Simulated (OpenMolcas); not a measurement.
Levels of Ni6+ by method

- Program: OpenMolcas
- Basis: ANO-RCC-VTZP [6s5p3d2f1g]
- Scalar Hamiltonian: DKH2, point nucleus
- Active space: 4 electrons in 5 orbitals (3d)
- State averaging: 2S+1 = 5 even, 5 roots; 2S+1 = 3 even, 45 roots; 2S+1 = 1 even, 50 roots
- Spin-orbit coupling: state interaction with AMFI integrals over the reference wave functions, term energies averaged over their components

Methods on the same reference wave functions:
A. CASSCF
B. SS-CASPT2, IPEA 0.25 Eh, imaginary shift 0.1 Eh (closed shells correlated: 3s 3p)
C. MS-CASPT2, IPEA 0.25 Eh, imaginary shift 0.1 Eh (closed shells correlated: 3s 3p)
D. XMS-CASPT2, IPEA 0.25 Eh, imaginary shift 0.1 Eh (closed shells correlated: 3s 3p)

Energies in cm⁻¹ above 3d⁴ ⁵D₀, the measured ground level; measured values from Corliss and Sugar, J. Phys. Chem. Ref. Data 10, 197 (1981).

| Level | A | B | C | D | Measured |
| --- | --- | --- | --- | --- | --- |
| 3d⁴ ⁵D₀ | 0.0 | 0.0 | 0.0 | 0.0 | 0.0 |
| 3d⁴ ⁵D₁ | 287 | 294 | 294 | 293 | 279 |
| 3d⁴ ⁵D₂ | 836 | 850 | 850 | 847 | 804 |
| 3d⁴ ⁵D₃ | 1607 | 1624 | 1625 | 1620 | 1520 |
| 3d⁴ ⁵D₄ | 2563 | 2580 | 2580 | 2570 | 2392 |
| 3d⁴ ³H₄ | 33608 | 32260 | 32260 | 33060 | 31672 |
| 3d⁴ ³H₅ | 34228 | 32930 | 32930 | 33730 | 32286 |
| 3d⁴ ³H₆ | 34881 | 33630 | 33630 | 34430 | 32877 |
| 3d⁴ ³P₀(1) | 35266 | 30570 | 30560 | 31620 | 30077 |
| 3d⁴ ³P₁(1) | 36944 | 32310 | 32300 | 33360 | 31836 |
| 3d⁴ ³F₂(1) | 38851 | 34870 | 34870 | 35890 | 34247 |
| 3d⁴ ³F₃(1) | 38900 | 34970 | 34970 | 35980 | 34317 |
| 3d⁴ ³F₄(1) | 39179 | 35280 | 35280 | 36280 | 34576 |
| 3d⁴ ³P₂(1) | 39739 | 35080 | 35090 | 36150 | 34555 |
| 3d⁴ ³G₃ | 42588 | 38960 | 38960 | 39890 | 38160 |
| 3d⁴ ³G₄ | 43257 | 39640 | 39640 | 40560 | 38746 |
| 3d⁴ ³G₅ | 43729 | 40190 | 40190 | 41110 | 39247 |
| 3d⁴ ¹I₆ | 50924 | 49170 | 49170 | 49840 |  |
| 3d⁴ ¹G₄(1) | 53952 | 48660 | 48660 | 49280 |  |
| 3d⁴ ³D₃ | 54671 | 47780 | 47780 | 48860 |  |
| 3d⁴ ³D₂ | 54876 | 48010 | 48010 | 49080 |  |
| 3d⁴ ³D₁ | 55179 | 48290 | 48290 | 49370 |  |
| 3d⁴ ¹S₀(1) | 62338 | 52460 | 52460 | 53520 |  |
| 3d⁴ ¹D₂(1) | 66416 | 60820 | 60830 | 61240 |  |

Deviations, from unrounded energies. A percentage is the sum of absolute deviations over the sum of measured energies, with the sign that they share, or ± where signs differ.

```
                        Against measurement  Levels      A     B     C     D
             mean absolute deviation (cm-1)      16   3100   530   530  1200
      fine structure of the ground term (%)       4   +6.0  +7.0  +7.0  +6.8
other terms of the ground configuration (%)      12  +11.8  +2.0  +2.0  +4.7
```

B, C lie about equally close to measurement and A furthest from it. The largest miss of C in the table is 3d⁴ ³G₅, by +950 cm-1. The ranking rests on the paired levels alone, and a cruder setting can come out closer through cancelling errors.

Among B to D the level of the table that moves most is 3d⁴ ³D₁, by 1100 cm-1 (lowest in B, highest in D). Moves below CASPT2's spread within the term are not significant.

The mean deviations of B to D differ by less than CASPT2's widest spread within a term (1100 cm-1), so their order carries little weight.

From A to B the spin-free energies of the other terms of 3d⁴ shown, above ⁵D, scale by factors of 0.83 to 0.96, as is usual when dynamic correlation screens the repulsion within a d or f shell.

The lowest spin-free term lies below A's lowest term by 0.354 hartree in B, 0.354 hartree in C, 0.359 hartree in D.

CASPT2 breaks the degeneracy within a term, and the mean is taken; among the terms shown or strongly mixed into the levels shown the widest spread is 1100 cm-1 (3d⁴ ¹I, D). The CASPT2 spread within a term exceeds the gap to the next term for 3d⁴ ³D and 3d⁴ ¹G(1), so the order of their levels is uncertain (figures for B; the like holds for C, D). Without dynamic correlation excited terms often stand tens of per cent too high (terms of higher spin than the ground term too low), and those without a measured partner can miss by more than the paired ones (holds for A). Measured partners are found by configuration, term and J. A level has none where our copy of the source lacks it or the pairing is in doubt (some pairs that miss far off the trend of their configuration count as doubtful), and it then counts in no deviation. Levels of configurations outside the active space are missing. The table leaves out levels that lie high or whose names do not pair safely across all columns.

A number in round brackets counts repeated terms of one configuration in the order of the reference energies.
